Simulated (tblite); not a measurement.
Start geometry of `C#CC[P@@](=S)(CP)C(C)=O` from a force field or distance geometry (Å):
```
atom  x, y, z in Å
C1     3.752   -0.773    0.143
C2     2.623   -1.044   -0.263
C3     1.298   -1.410   -0.719
P4     0.042   -0.387    0.058
S5    -0.379   -1.134    1.599
C6     0.553    1.291    0.433
P7    -0.177    2.477   -0.813
C8    -1.485   -0.411   -0.880
C9    -2.792   -0.765   -0.237
O10   -1.478   -0.144   -2.074
H11    4.726   -0.541    0.501
H12    1.212   -1.297   -1.831
H13    1.124   -2.486   -0.523
H14    1.648    1.397    0.514
H15    0.097    1.548    1.434
H16   -1.641    2.489   -0.644
H17    0.262    3.807   -0.379
H18   -3.270   -1.650   -0.744
H19   -3.503    0.073   -0.294
H20   -2.615   -1.029    0.832
```

Task: What comes out of this run: GFN2-xTB geometry optimisation, gas phase (tblite)?

Result: 
```
atom  x, y, z in Å
C1     3.446   -0.994    0.161
C2     2.354   -1.046   -0.327
C3     1.012   -1.076   -0.858
P4    -0.089   -0.298    0.423
S5    -0.201   -1.189    2.137
C6     0.471    1.450    0.426
P7     0.180    2.305   -1.225
C8    -1.723   -0.160   -0.509
C9    -2.666   -1.282   -0.264
O10   -1.924    0.805   -1.196
H11    4.415   -0.969    0.561
H12    0.942   -0.504   -1.789
H13    0.687   -2.110   -1.018
H14    1.551    1.405    0.615
H15   -0.007    1.970    1.262
H16   -0.898    3.078   -0.823
H17    1.090    3.329   -0.921
H18   -2.170   -2.225   -0.498
H19   -3.579   -1.172   -0.846
H20   -2.896   -1.306    0.802
```

The energy falls by 228.9 kJ/mol over 150 L-BFGS steps, the largest force on an atom goes from 10.84 to 0.009 eV/Å, and the atoms move by 0.749 Å rms after alignment. The bond that changes most is P4=S5 (ends: phosphorus bonded to 3 C and S; sulfur bonded to P), which lengthens by 0.172 Å. Bonds longer at the end by more than 0.005 Å: 5 of 19; shorter: 14. Among the angles that change most is H16–P7–H17, from 104.8° to 92.0°. Among the dihedrals that turn most is O10–C8–C9–H18, from 58° to 127°. Rotational constants go from 986.4, 743.5, 571.4 to 910.8, 806.9, 546.8 MHz. The orientation of the end geometry is arbitrary; only internal coordinates are fixed.

Its GFN2-xTB frequencies are all real (lowest 17 cm⁻¹). One conformer, not necessarily the lowest. 3 starts were optimised and ended at 0.00, 2.03 and 3.19 kcal/mol (GFN2-xTB); the lowest of these is shown.

The numbers are calculated, not measured.
